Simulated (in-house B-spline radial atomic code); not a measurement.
Configurations of Al⁶⁺, with energies counted from [He] 2s2 2p3. Method: scalar-relativistic (X2C) PBE0, spin-polarised, spherical fractional occupations, exact exchange averaged over the configuration, Fermi nucleus of rms radius 3.061 fm. Calculated with a radial B-spline atomic code at the basis-set limit. Shells without spins written out take the highest spin.

| configuration | E - E(ref) (eV) | highest orbital | its <r> (bohr) |
| --- | --- | --- | --- |
| [He] 2s1 2p4 | 34.988 | 2p down | 0.5235 |
| [He] 2s1 2p3 3p1 | 167.9 | 3p up | 1.463 |
| [He] 2s1 2p3 3d1 | 178.83 | 3d up | 1.353 |

(1) Order these further configurations by energy, lowest first.
A. [He] 2s1 2p3 3s1
B. [He] 2s2 2p2 3d1
C. [He] 2s2 2p2 3s1

## Answers

(1) C (142.79 eV), A (158.64 eV), B (163.25 eV).
